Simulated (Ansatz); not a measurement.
# Relative stability

The two ends of one reaction step of SnAsNH8, closed shell (PBE0-D4/def2-TZVP).

A:

Sn1  (-0.503, -0.461, -1.384)
N2  (1.363, 0.192, -0.897)
H3  (-0.640, -0.902, -3.037)
H4  (-0.798, -1.815, -0.395)
H5  (-1.556, 0.834, -1.041)
H6  (0.655, 0.573, 1.582)
As7  (-0.175, 0.631, 2.859)
H8  (2.076, -0.511, -1.046)
H9  (1.641, 1.013, -1.422)
H10  (-1.367, 1.231, 2.127)
H11  (-0.697, -0.785, 2.654)
(Å)

B:

Sn1  (-1.308, -0.362, -0.557)
N2  (1.729, 0.600, -0.560)
H3  (-0.395, -1.687, -1.123)
H4  (-2.961, -0.839, -0.548)
H5  (-1.183, 0.951, -1.643)
H6  (1.961, 1.447, -0.056)
As7  (-0.638, 0.383, 1.840)
H8  (2.409, -0.103, -0.299)
H9  (1.858, 0.792, -1.546)
H10  (-1.779, -0.379, 2.505)
H11  (0.305, -0.802, 1.988)
(Å)

Computed with Ansatz 0.2.0 (basis: def2-TZVPP); correlated methods freeze the cores. Filled d shells of the heavier atoms are correlated. Core potentials replace the inner electrons of the atoms past krypton. The def2 sets are not built for correlating such inner shells, so the correlated values are less sure here. B3LYP uses VWN-RPA correlation.

Which structure is lower at CCSD(T), and by how much? (An estimate is asked for; the value comes from the calculation.)

By the calculation: B, by 0.769 eV (electronic energy, against the other). By their contacts, A is a complex of SnNH₅ ([NH2][SnH3]) + AsH₃ and B is a complex of SnAsH₅ ([AsH2][SnH3]) + NH₃.

All methods give the same order:

```json
{"method": "SPW92", "E(B) − E(A) (eV)": "-0.881"}
{"method": "PBE-D4", "E(B) − E(A) (eV)": "-0.869"}
{"method": "BLYP-D4", "E(B) − E(A) (eV)": "-0.817"}
{"method": "r2SCAN-D4", "E(B) − E(A) (eV)": "-0.849"}
{"method": "B97M-V", "E(B) − E(A) (eV)": "-0.770"}
{"method": "PBE0-D4", "E(B) − E(A) (eV)": "-0.893"}
{"method": "B3LYP-D4", "E(B) − E(A) (eV)": "-0.839"}
{"method": "r2SCAN0-D4", "E(B) − E(A) (eV)": "-0.885"}
{"method": "BHLYP-D4", "E(B) − E(A) (eV)": "-0.869"}
{"method": "CAM-B3LYP-D4", "E(B) − E(A) (eV)": "-0.777"}
{"method": "wB97X-V", "E(B) − E(A) (eV)": "-0.787"}
{"method": "wB97M-V", "E(B) − E(A) (eV)": "-0.838"}
{"method": "B2PLYP", "E(B) − E(A) (eV)": "-0.790"}
{"method": "PBE-QIDH", "E(B) − E(A) (eV)": "-0.859"}
{"method": "RPA on PBE", "E(B) − E(A) (eV)": "-0.704"}
{"method": "HF", "E(B) − E(A) (eV)": "-0.765"}
{"method": "MP2", "E(B) − E(A) (eV)": "-0.813"}
{"method": "CCSD", "E(B) − E(A) (eV)": "-0.768"}
{"method": "CCSD(T)", "E(B) − E(A) (eV)": "-0.769"}
```

No T1 diagnostic of these runs exceeds 0.013.

Labels in which every atom is bracketed show which atoms are joined, not bond orders.

For scale, one of the runs: CCSD(T)/def2-TZVPP, 241 basis functions, launched by `ansatz run in.yaml --threads 8 --pin off --events-out ev --progress --plain --max-ram 19148MiB`. The run took 2.6 min on 8 CPU threads of an Intel Xeon (shared host), with 5.2 GiB of host memory at its peak.
